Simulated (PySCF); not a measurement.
**Electron correlation in K(3+) (potassium, charge +3)**

[Ne] 3s2 3p4, high-spin 3P determinant. Calculation: PySCF 2.14, in x2c-SVPall (5s3p2d, 24 functions); scalar relativity by spin-free X2C-1e. Frozen: [Ne] 3s2; 4 electrons correlated.

Total MP2 correlation energy: -12.66 mhartree.

Same-spin part -5.12 and opposite-spin part -7.53 mhartree; SCS-MP2 scales them by 1/3 and 6/5 to -10.75 mhartree.

| level | correlation energy (mhartree) |
| --- | --- |
| CCSD | -14.83 |
| (T) | 0.00 |
| CCSD(T) | -14.83 |

Diagnostics: T1 = 0.00032, D1 = 0.0005, largest double amplitude 0.017.

Cost of the coupled-cluster step: 0.09 s of wall time on 1 thread of Neoverse-V1 (shared host), for 4 correlated electrons.

Iterations:

```
CC2 = 0
CCSD nocc = (np.int64(3), np.int64(1)), nmo = (18, 18)
frozen orbitals [[0, 1, 2, 3, 4, 5], [0, 1, 2, 3, 4, 5]]
max_cycle = 100
direct = 0
conv_tol = 1e-08
conv_tol_normt = 1e-06
diis_space = 8
diis_start_cycle = 0
Init t2, MP2 energy = -0.0126558647241542
Init E_corr(UCCSD) = -0.0126558647241613
cycle = 1  E_corr(UCCSD) = -0.0145089459487482  dE = -0.00185308122  norm(t1,t2) = 0.00864373
cycle = 2  E_corr(UCCSD) = -0.0147801472206701  dE = -0.000271201272  norm(t1,t2) = 0.00132127
cycle = 3  E_corr(UCCSD) = -0.0148281514523616  dE = -4.80042317e-05  norm(t1,t2) = 0.000220567
cycle = 4  E_corr(UCCSD) = -0.014827834833045  dE = 3.16619317e-07  norm(t1,t2) = 1.93614e-05
cycle = 5  E_corr(UCCSD) = -0.0148278515000154  dE = -1.66669704e-08  norm(t1,t2) = 1.88791e-06
cycle = 6  E_corr(UCCSD) = -0.0148278496197746  dE = 1.8802408e-09  norm(t1,t2) = 1.3348e-07
UCCSD converged
E(UCCSD) = -598.3431866196604  E_corr = -0.01482784961977459
UCCSD(T) correction = -2.95142129203918e-06
```
